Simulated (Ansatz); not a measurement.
Reaction (atomization): `S[SiH2][GaH2]` → Ga• + 5 H• + S• + Si•

Computed with Ansatz on PBE0-D4/def2-TZVP structures; ΔE is electronic, products minus reactants. CBS: MP2 limit from def2 TZ/QZ plus the TZ coupled-cluster correction, frozen cores. This one scheme is used for every species, atoms too. DFT in def2-TZVPP. B3LYP here is the variant with VWN-RPA as its local correlation; programs differ in this. HSE06 is defined as in plane-wave codes. No spin–orbit coupling; open shells (•) take unrestricted orbitals. Spin–orbit coupling would lower the free atoms: a little for S, Si; clearly for Ga. For Ga outer-core shells are correlated without core-valence functions, so the limit isn't a true one: a few kJ/mol of doubt a bond, and 10 to 20 or more in all where bonds break to atoms. Scalar relativity is left out up to krypton. Each species was taken in one conformer, which may not be the lowest.

(1) What is ΔE at CCSD(T)/CBS? (Best estimate.)

(2) What do these levels give: r2SCAN-D4, HSE06-D4, CAM-B3LYP-D4, ωB97X-V, ωB97M-V, PBE-QIDH, PBE, B3LYP, r2SCAN0, HF/def2-SVP, HF/def2-QZVPP, SCS-MP2/def2-QZVPP? (Estimate.)

Largest T1 diagnostic among the species: 0.013.

## Answers

(1) Ansatz gave: +497.9 kcal/mol.

(2) Computed: r2SCAN-D4 498.3, HSE06-D4 490.2, CAM-B3LYP-D4 493.6, ωB97X-V 501.9, ωB97M-V 496.2, PBE-QIDH 490.6, PBE 486.6, B3LYP 484.3, r2SCAN0 492.7, HF/def2-SVP 360.4, HF/def2-QZVPP 364.8, SCS-MP2/def2-QZVPP 494.2 kcal/mol.

The D4 term adds +7.4 kcal/mol with B3LYP and +3.8 kcal/mol with PBE0; it sums over pairs of atoms, weighted by their polarisabilities, and B3LYP, whose exchange is more repulsive, gets the larger term. In def2-TZVPP, CCSD(T) changes the Hartree–Fock value by +121.7 kcal/mol (the triples alone add +5.8 kcal/mol) and MP2 by +117.4 kcal/mol; breaking electron pairs costs correlation energy, which Hartree–Fock lacks.

For atomizations the MP2-based limit and the directly extrapolated one differ by several kJ/mol either way, and by 10 to 25 for some Ge, Se and Sn compounds, so smaller differences from it don't rank the levels.
